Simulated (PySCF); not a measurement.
**Basis and Hamiltonian dependence of the ionisation energy of Rh**

Rh [Kr] 4d8 5s1 (4F) → Rh⁺ [Kr] 4d8 (3F). Calculated with PySCF 2.14 from differences of total energies of unrestricted determinants, without spin-orbit coupling. Values in eV.

```csv
basis,Hamiltonian,functions,UHF,LDA,PBE0,MP2 (valence),CCSD(T) (valence),CCSD(T) (valence and next inner shell)
def2-SVP with the def2 core potential (28 electrons),ECP,31,6.307,8.192,n/a,6.909,n/a,n/a
cc-pVDZ-PP with ECP28MDF,ECP,38,6.314,n/a,7.587,7.007,n/a,n/a
def2-TZVP with the def2 core potential (28 electrons),ECP,40,6.309,8.187,7.573,6.953,n/a,n/a
aug-cc-pVDZ-PP with ECP28MDF,ECP,54,6.314,8.208,7.589,7.244,7.257,n/a
aug-cc-pwCVDZ-PP with ECP28MDF,ECP,70,6.314,8.213,7.592,7.253,7.254,7.417
x2c-TZVPPall,spin-free X2C,79,6.313,8.120,7.530,7.183,7.171,7.295
def2-QZVPPD with the def2 core potential (28 electrons),ECP,88,6.308,8.204,7.585,7.271,7.277,n/a
aug-cc-pVTZ-PP with ECP28MDF,ECP,88,6.313,8.217,7.593,7.303,7.316,n/a
"x2c-TZVPPall with one added diffuse shell each of s, p, d, f type",spin-free X2C,95,6.314,8.120,7.531,7.263,7.269,7.396
aug-cc-pVTZ-DK,spin-free X2C,102,6.314,8.140,7.542,7.304,7.315,n/a
"aug-cc-pVTZ-PP with one added diffuse shell each of s, p, d, f, g type with ECP28MDF",ECP,113,6.313,8.217,7.593,7.311,n/a,n/a
x2c-QZVPPall,spin-free X2C,118,6.310,8.115,7.528,7.295,n/a,n/a
"aug-cc-pwCVTZ-DK with one added diffuse shell each of s, p, d, f, g type",spin-free X2C,161,6.312,n/a,n/a,7.316,7.321,n/a
```

Task: Estimate the row for ANO-RCC-VDZP (spin-free X2C, 43 functions).

Result: From the rows with the same Hamiltonian and similar size; the calculation gives UHF 6.47; MP2 (valence) 7.19; CCSD(T) (valence) 7.16 (eV).

Frozen in the all-electron rows: valence: [Kr]; valence and next inner shell: [Ar] 3d10; with a core potential, the same shells as far as they lie outside it.

Reference for a calculation without spin-orbit coupling: 7.479 eV (measured, between term centres; NIST).
